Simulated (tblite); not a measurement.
CH₆FO₃Si₃ (doublet state).
Numbering: `[F:1][Si@@:2]1([O:3][SiH3:4])[O:5][CH:6][SiH2:7][O:8]1` (hydrogens: H9, H10, H11 on Si4; H12 on C6; H13, H14 on Si7)

Computed geometry: GFN2-xTB, gas phase. This method treats the open shell by occupation alone, without spin polarisation.

Q: List the bond lengths, angles and torsions at this level.

A: 
| bond | length (pm) | order |
| --- | --- | --- |
| F1–Si2 | 160.0 | single |
| Si2–O3 | 158.7 | single |
| O3–Si4 | 163.4 | single |
| Si2–O5 | 164.1 | single |
| O5–C6 | 135.0 | single |
| C6–Si7 | 185.3 | single |
| Si7–O8 | 166.2 | single |
| Si2–O8 | 160.2 | single |
| Si4–H9, Si4–H10, Si4–H11 | 146.0 | single |
| C6–H12 | 107.8 | single |
| Si7–H13 | 145.9 | single |
| Si7–H14 | 145.8 | single |

Bonds in one row agree within 1 pm and their mean is given. Orders are formal, as drawn. A selection of angles:
| angle | degrees |
| --- | --- |
| F1–Si2–O3 | 110.0 |
| F1–Si2–O5 | 107.4 |
| F1–Si2–O8 | 110.3 |
| O3–Si2–O5 | 111.8 |
| O3–Si2–O8 | 114.0 |
| O5–Si2–O8 | 103.0 |
| Si2–O3–Si4 | 144.2 |
| Si2–O5–C6 | 114.6 |
| O5–C6–Si7 | 112.6 |
| C6–Si7–O8 | 94.6 |
| Si2–O8–Si7 | 115.0 |

Torsions: F1–Si2–O3–Si4 4° (synperiplanar); F1–Si2–O5–C6 113° (anticlinal); Si2–O5–C6–Si7 1° (synperiplanar); O5–C6–Si7–O8 2° (synperiplanar); C6–Si7–O8–Si2 -4° (synperiplanar); F1–Si2–O8–Si7 -110° (anticlinal).

O8 (oxygen bonded to 2 Si) is bent (angle 115.0°). The 5 O–Si bonds span 1.587 Å (Si2–O3, drawn single) to 1.662 Å (Si7–O8, drawn single), a spread of 0.075 Å. Si7 (silicon bonded to C, O and 2 H) has angles from 94.6° to 116.7°. Si2 (silicon bonded to F and 3 O) is distorted tetrahedral (angles from 103.0° to 114.0°). Si4 (silicon bonded to O and 3 H) is distorted tetrahedral (angles from 101.2° to 114.0°). The 5-membered ring Si2–O5–C6–Si7–O8 has internal angles of 94.6° to 115.0° (sum 540°, against 540° for a flat polygon); it is almost planar, 0.02 Å rms from its mean plane, widest ring torsion 5°. O3 (oxygen bonded to 2 Si) is bent (angle 144.2°).

Point group: C1 (no symmetry element, even within 0.4 Å). Its lowest GFN2-xTB frequency is 14 cm⁻¹, too small to tell a flat minimum from a shallow saddle. 2 starts were optimised and ended at 0.00 and 0.16 kcal/mol (GFN2-xTB); the lowest of these is shown.

On Intel Xeon at 2.50 GHz, one thread, no GPU (shared host), this took 2.2 s of wall time. That covers the optimisation of the geometry.

One conformer stands for the species.
